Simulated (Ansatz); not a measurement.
Start from `[F][Ga]([SH])[SH]` and change one atom or group to get `C[CH2][Ga]([F])[SH]`.

Ansatz, PBE0-D4/def2-TZVP geometries, multiplicity 1. Each molecule was computed in one conformer, which needn't be the lowest.

Scalar relativity is left out up to krypton.

```tsv
property	`[F][Ga]([SH])[SH]`
size of the dipole moment (B3LYP/def2-TZVPP) / D	1.79
zero-point energy (PBE0-D4/def2-TZVP) / kJ/mol	55.4
size of the dipole moment (PBE/def2-TZVPP) / D	1.70
HOMO energy (B3LYP/def2-TZVPP) / eV	-7.71
HOMO–LUMO gap (PBE0/def2-TZVPP) / eV	6.78
HOMO energy (ωB97M-V/def2-TZVPP) / eV	-10.13
```

Task: Give the same properties after the change, and the shifts. (Best estimate.)

Result: The calculation gave: 
```
                                        property  `C[CH2][Ga]([F])[SH]`  shift
size of the dipole moment (B3LYP/def2-TZVPP) / D                   3.56   1.77
  zero-point energy (PBE0-D4/def2-TZVP) / kJ/mol                  201.1  145.7
  size of the dipole moment (PBE/def2-TZVPP) / D                   3.47   1.77
             HOMO energy (B3LYP/def2-TZVPP) / eV                  -7.56   0.15
            HOMO–LUMO gap (PBE0/def2-TZVPP) / eV                   7.12   0.34
           HOMO energy (ωB97M-V/def2-TZVPP) / eV                 -10.02   0.11
```

With PBE0 the HOMO rises by 0.15 eV and the LUMO rises by 0.50 eV, so the gap widens by about 0.35 eV. PBE moves the HOMO by 0.15 eV and ωB97M-V by 0.11 eV. The zero-point energy changes by 145.7 kJ/mol with +15 modes. Dipoles are sizes alone; their direction can turn.

B3LYP here is the variant with VWN-RPA as its local correlation; programs differ in this.
